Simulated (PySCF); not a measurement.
# Spinor energies of Sr (strontium, neutral)

Start: [Kr] 4d2; 4d5/2 filled at m_j = +3/2, +5/2. Calculated with PySCF 2.14 in x2c-TZVPall-2c: generalised Hartree-Fock with the X2C-1e Hamiltonian and a Gaussian nucleus; one run each with spin-orbit coupling (SO) switched off, then screened by Boettger's factors. This is a chosen level, not necessarily the ground level.

```tsv
spinor shell	electrons	ε, spin-free (eV)	ε, screened SO (eV)	weight of nominal j (screened SO)	rms radius, screened SO (bohr)
1s1/2	2	-16196.0	-16195.4	1.000	0.0451
2s1/2	2	-2259.7	-2259.5	1.000	0.187
2p1/2	2	-2001.9	-2049.1	1.000	0.164
2p3/2	4	-2001.9	-1979.6	1.000	0.167
3s1/2	2	-377.84	-377.82	1.000	0.524
3p1/2	2	-292.11	-299.69	1.000	0.528
3p3/2	4	-292.11	-288.52	1.000	0.539
3d3/2	4	-150.27	-151.40	0.999	0.545
3d5/2	6	-150.27	-149.51	1.000	0.548
4s1/2	2	-50.994	-51.006	1.000	1.47
4p1/2	2	-28.164	-28.935	0.941	1.68
4p3/2	4	-28.164	-27.825	0.970	1.71
4d5/2	2	-2.771	-2.772	0.898	4.71
```

```
   quantity    spin-free  screened SO
E (hartree)  -3177.02848  -3177.27680
        M_J            4            4
       ⟨J²⟩       20.004       20.004
       ⟨L²⟩       12.002       12.009
       ⟨S²⟩        2.002        2.009
```

Each row is a mean over spinors that exchange with the open shell spreads, by up to 1.529 eV (4p3/2).

Rows whose weight is well below 1 are mixtures of j = l ± 1/2: exchange outweighs spin-orbit coupling there, and the label is only the starting occupation.

Breit and QED terms are absent; they matter most for the inner s and p1/2 levels.

Densities and radii are taken from the X2C orbitals without a picture-change correction, which distorts them close to the nucleus.

Without spin-orbit coupling the j labels of p, d and f shells carry no meaning; the spin-free column gives the mean over the occupied spinors of each nl shell.
